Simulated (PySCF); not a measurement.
CaF, SMILES [F][Ca], multiplicity 2.

Geometry: PBE0-D3(BJ)/def2-TZVPD. The spin state was assumed, not searched.

Calculation: PySCF with ωB97X/def2-TZVPD.

- total energy: -777.50585 hartree
- point group: C∞v
- α spin, highest occupied and lowest empty level: -5.69 and 0.37 eV
- β spin, highest occupied and lowest empty level: -12.17 and 1.94 eV
- dipole moment: 2.51 D
- mean static polarisability: 156.4 bohr³ (23.18 Å³)
- polarisability, principal values: 107.4, 180.9, 180.9 bohr³
- ⟨S²⟩: 0.750 (pure state 0.75)
